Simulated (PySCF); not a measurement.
Property card for `C=C(C#CC)CF`

Compound: C6H7F.
Cartesian coordinates in Å at the GFN2-xTB level; atoms count from 1:
```xyz
14
C6H7F angstrom
C     -1.749   -1.377   -0.065
C     -1.094   -0.221   -0.021
C      0.321   -0.147    0.001
C      1.522   -0.080    0.019
C      2.964   -0.006    0.037
C     -1.777    1.122    0.008
F     -3.143    1.010   -0.013
H     -2.824   -1.409   -0.082
H     -1.223   -2.316   -0.083
H      3.283    1.011    0.261
H      3.363   -0.679    0.795
H      3.361   -0.295   -0.936
H     -1.490    1.720   -0.866
H     -1.513    1.668    0.923
```

Among its groups: alkyne, C=C double bond and C–F bond.

**GFN2-xTB geometry**

* Rotational constants A, B, C of the GFN2-xTB geometry: 7.327, 1.154, 1.010 GHz

**PBE0/def2-SVPD ground state and vertical TDDFT (core frozen in the response) (PySCF)**

* Dipole moment: 2.52 D
* HOMO energy: -6.88 eV
* LUMO energy: -0.67 eV
* HOMO–LUMO gap: 6.21 eV
* Lowest singlet excitation: 5.41 eV (229 nm, f = 0.000)
* Strongest line among the 8 lowest singlet transitions: S2 at 5.65 eV (219 nm, f = 0.291)
* Lowest triplet excitation (Tamm–Dancoff): 3.50 eV
* Static isotropic polarisability: 76.3 au
* Electronic spatial extent ⟨r²⟩ about the centre of nuclear charge: 1099 bohr²

Monoisotopic mass from the formula: 98.0532 u.

The vertical singlet–triplet gap S1 − T1 is 1.91 eV (TDDFT singlet less Tamm–Dancoff triplet; S1: HOMO−1→LUMO, weight 0.98; T1: HOMO→LUMO, weight 0.94). The principal polarisabilities are 50.3, 67.7 and 111.0 au; their mean is the isotropic value. S1 lies 0.80 eV below the HOMO–LUMO gap; its leading configuration is HOMO−1→LUMO, weight 0.98. The polarisability is 11.31 Å³ as a volume (1 au = 0.148185 Å³), or 1.47 au for each of the 52 electrons. The dipole equals about 8.4 × 10⁻³⁰ C·m (1 D = 3.33564 × 10⁻³⁰ C·m). The rotational constants make it an asymmetric top with κ = (2B − A − C)/(A − C) = -0.95, nearer the prolate limit (−1). The 8 singlets span 5.41 to 7.66 eV, and their oscillator strengths add up to 0.63. The largest Löwdin shares of the HOMO are 0.25 on C1, 0.23 on C4, 0.19 on C3 and 0.17 on C2.

The structure is a single GFN2-xTB conformer in the gas phase; no vibrational or solvent corrections.

For the TDDFT job (PBE0/def2-SVPD), time: 31 s. Hardware: an Arm Neoverse V1 with one thread, no GPU (shared host).
